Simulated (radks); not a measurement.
Values are calculated unless marked as measured or tabulated.
Dipole-allowed excitations along the series with 4 electrons in [He] 2s2. Code: a radial shooting solver on a logarithmic mesh with Libxc functionals. Model: scalar-relativistic Kohn-Sham, LDA (Slater exchange, Perdew-Wang correlation), spin-unpolarised, spherical densities, finite nucleus; Fermi nuclear charge, rms radius of each element as measured or else 0.836 A^(1/3) + 0.57 fm. Time-dependent linear response with the Hartree and adiabatic LDA kernel, continuum included through the Sternheimer equations, no spin-orbit coupling, so fine structure and intercombination lines are absent. Lines are the poles of the dipole polarisability below minus the highest occupied eigenvalue, found on a grid refined at the orbital gaps; the lowest seven at most are given, and weak or close lines can be missed. The first line takes the name of the lowest orbital gap if no other gap lies below it; otherwise a line is named after a gap within 0.6 % of it, if that gap stands alone.

| species | -e(HOMO) (eV) | lowest orbital gap (eV) | first line (eV) | f | strongest line (eV) | its f | static alpha (bohr^3) | measured (eV) |
|---|---|---|---|---|---|---|---|---|
| Be | 5.600 | 2s-2p 3.500 | 4.823 (2s-2p) | 1.30 | the first | 1.30 | 43.78 | 2s-2p 5.277 |
| B+ | 19.411 | 2s-2p 5.955 | 8.482 (2s-2p) | 0.971 | the first | 0.971 | 10.77 | 2s-2p 9.100 |
| C2+ | 40.170 | 2s-2p 8.323 | 11.776 (2s-2p) | 0.723 | the first | 0.723 | 4.249 | - |
| N3+ | 67.794 | 2s-2p 10.661 | 14.976 (2s-2p) | 0.578 | the first | 0.578 | 2.102 | - |
| O4+ | 102.26 | 2s-2p 12.992 | 18.146 (2s-2p) | 0.482 | the first | 0.482 | 1.191 | - |
| F5+ | 143.57 | 2s-2p 15.330 | 21.311 (2s-2p) | 0.415 | 94.737 (2s-3p) | 0.454 | 0.7386 | - |

Measured values: term averages from the NIST Handbook of Basic Atomic Spectroscopic Data.
